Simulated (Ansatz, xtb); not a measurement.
## Relative energy of two isomers of C5H2BrNSe

Structure X: `C#Cc1nc[se]c1Br`, a singlet. Structure Y: `C#Cc1ncc(Br)[se]1`, a singlet. Both are isolated molecules in the gas phase, relaxed with B3LYP/def2-SVP.

X (Å):

```yaml
atoms:
  - { symbol: C, position_ang: [1.4443, 0.3455, 1.4190] }
  - { symbol: C, position_ang: [0.2881, -0.0091, 1.5154] }
  - { symbol: C, position_ang: [-1.0726, -0.4286, 1.6204] }
  - { symbol: C, position_ang: [-2.9520, -0.7407, 2.8042] }
  - { symbol: C, position_ang: [-1.8133, -0.9424, 0.5683] }
  - { symbol: Br, position_ang: [-1.2278, -1.2031, -1.1909] }
  - { symbol: N, position_ang: [-1.7316, -0.3328, 2.8330] }
  - { symbol: Se, position_ang: [-3.5532, -1.3715, 1.1196] }
  - { symbol: H, position_ang: [2.4678, 0.6605, 1.3384] }
  - { symbol: H, position_ang: [-3.6183, -0.7358, 3.6712] }
```

Y (Å):

```json
{"atom": "C", "x (Å)": "0.0685", "y (Å)": "0.1888", "z (Å)": "4.4355"}
{"atom": "C", "x (Å)": "-0.4164", "y (Å)": "-0.0862", "z (Å)": "3.3562"}
{"atom": "C", "x (Å)": "-0.9620", "y (Å)": "-0.3656", "z (Å)": "2.0778"}
{"atom": "C", "x (Å)": "-2.0943", "y (Å)": "-1.4309", "z (Å)": "0.4654"}
{"atom": "C", "x (Å)": "-1.6892", "y (Å)": "-0.4007", "z (Å)": "-0.3486"}
{"atom": "Br", "x (Å)": "-2.0962", "y (Å)": "-0.2040", "z (Å)": "-2.1703"}
{"atom": "N", "x (Å)": "-1.6950", "y (Å)": "-1.3974", "z (Å)": "1.7672"}
{"atom": "Se", "x (Å)": "-0.6456", "y (Å)": "0.8276", "z (Å)": "0.6096"}
{"atom": "H", "x (Å)": "0.4914", "y (Å)": "0.4195", "z (Å)": "5.3956"}
{"atom": "H", "x (Å)": "-2.7127", "y (Å)": "-2.2605", "z (Å)": "0.1160"}
```

**Question.** Estimate E(Y) − E(X) at the level CCSD(T)/def2-SVP + ΔMP2/def2-TZVPP.

**Answer.** Too close to call at this level: CCSD(T)/def2-SVP + ΔMP2/def2-TZVPP gives E(Y) − E(X) = −0.34 kcal/mol.

The same difference at several levels:

```tsv
level	geometry	E(Y) − E(X) (kcal/mol)	departure from the last row (kcal/mol)	job, with rough time for the two
GFN2-xTB	GFN2-xTB	−1.24	−0.90	optimisation, 0.25 s
HF/STO-3G	GFN2-xTB	+0.91	+1.25	single point, 1 s
r2SCAN-D4/def2-SVP	GFN2-xTB	−1.88	−1.55	single point, 5.5 s
B3LYP/def2-SVP	B3LYP/def2-SVP	−1.88	−1.54	optimisation, 50 s
HF/def2-SVP	B3LYP/def2-SVP	−0.33	0.00	part of the CCSD(T) run
MP2/def2-SVP	B3LYP/def2-SVP	−0.74	−0.40	part of the CCSD(T) run
CCSD(T)/def2-SVP	B3LYP/def2-SVP	−0.55	−0.21	single point
CCSD(T)/def2-SVP + ΔMP2/def2-TZVPP	B3LYP/def2-SVP	−0.34		single point, 2.9 min
```

As drawn, both hold the same kinds of bond in the same numbers.

The largest departure from CCSD(T)/def2-SVP + ΔMP2/def2-TZVPP is that of r2SCAN-D4/def2-SVP, 1.55 kcal/mol. The last row adds to CCSD(T) the change of the MP2 difference between the two basis sets, here +0.21 kcal/mol.

With thermal terms from frequencies at re-optimised GFN2-xTB minima (ideal gas, soft modes damped towards free rotors, one conformer each, 298.15 K, 1 atm): on the last row, ΔE + ΔZPE = −0.31, ΔH = −0.27, ΔG = −0.30 kcal/mol.

The correlated steps freeze 24 core orbitals; the filled d shell of Br and Se is correlated, in a basis made for valence electrons. Run with Ansatz 0.2.0, xtb 6.7.1; the last row on 4 threads of Arm Neoverse V1 on a shared host.
